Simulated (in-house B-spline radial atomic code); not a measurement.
# Functionals against successive ionisation energies: Er to Er³⁺

Ionisation energies as differences of self-consistent total energies from a B-spline radial code for spherical atoms: all electrons, radial basis limit, scalar-relativistic (one-electron X2C), spin-polarised at highest spin, spherical densities; exact exchange is averaged over the determinants of each configuration. No spin-orbit coupling, Breit or QED terms. NIST's values run from ground level to ground level, so in open shells the differences also hold multiplet and fine-structure energies that spherical high-spin averages miss. Columns give computed minus NIST, in eV; a star marks a semi-empirical value. Species are left out where the tabulated value is theory, is uncertain by more than 0.12 eV, or (13 ions, such as In⁴⁺, Te⁴⁺ and Bi⁴⁺) lies off its series for all methods alike, which flatters the means a little.

```
species  shell      NIST (eV)  LDA VWN5    PBE  PBEsol   BP86  BHandHLYP   OLYP
     Er     6s           6.11     +0.25  +0.04   +0.01  +0.18      -0.18  -0.18
    Er⁺     6s  11.92 ± 0.02*     +0.46  +0.25   +0.18  +0.30      -0.08  -0.03
   Er²⁺     4f  22.70 ± 0.03*     +2.80  +2.41   +2.47  +2.53      +0.04  +2.68
   Er³⁺     4f  42.42 ± 0.04*     +2.00  +1.56   +1.63  +1.71      -0.49  +1.94
```

Problem. How do the methods rank, and which species is hardest?

Solution. Mean absolute (signed) differences: BHandHLYP 0.20 (-0.18) eV; PBE 1.07 (+1.07) eV; PBEsol 1.07 (+1.07) eV; BP86 1.18 (+1.18) eV; OLYP 1.21 (+1.10) eV; LDA VWN5 1.38 (+1.38) eV. For Er³⁺, which loses a 4f electron, the nearest method is off by -0.49 eV, the largest such miss.
